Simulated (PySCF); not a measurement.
SiOF2, SMILES O=[Si](F)F.

Coordinates come from a B3LYP-D3(BJ)/def2-TZVP optimisation.

All values below come from B3LYP-D3(BJ)/def2-TZVP (PySCF 2.14.0).

Frequencies are harmonic and unscaled.

```tsv
mode	ν (cm⁻¹)	IR (km/mol)	moving atoms (share of kinetic energy)
1	334	44.1	O 46 %, F 37 %, Si 17 %
2	347	18.9	F 78 %, Si 13 %, O 9 %
3	360	85.4	Si 65 %, F 18 %, O 17 %
4	825	30.8	F 71 %, O 23 %
5	989	193.0	F 52 %, Si 48 %
6	1327	154.7	O 48 %, Si 47 %
```
